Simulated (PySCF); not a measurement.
AlGeH5O2S, SMILES [OH][Al]([OH])[S][GeH3].

The structure is a stationary point at B3LYP-D3(BJ)/def2-SVP. The structure was generated by enumeration; whether it is a known compound was not checked. The values are those of a single conformer.

Vertical ionisation energy (IE) and electron affinity (EA) in eV. Rows of orbital energies are one-electron estimates. Where ΔSCF, EOM or ADC give a negative EA the extra electron is unbound and the value depends on the basis.

| level | IE | EA |
|---|---|---|
| −ε(HOMO), −ε(LUMO), PBE0/def2-TZVP (PySCF) | (withheld) | (withheld) |
| −ε(HOMO), −ε(LUMO), PBE/def2-TZVP (PySCF) | 6.22 | 1.44 |

### Question
Fill in the missing entries. (An estimate is asked for; the answer gives what the named calculation found.)

### Answer

- −ε(HOMO), −ε(LUMO), PBE0/def2-TZVP (PySCF), IE: 7.42
- −ε(HOMO), −ε(LUMO), PBE0/def2-TZVP (PySCF), EA: 0.60
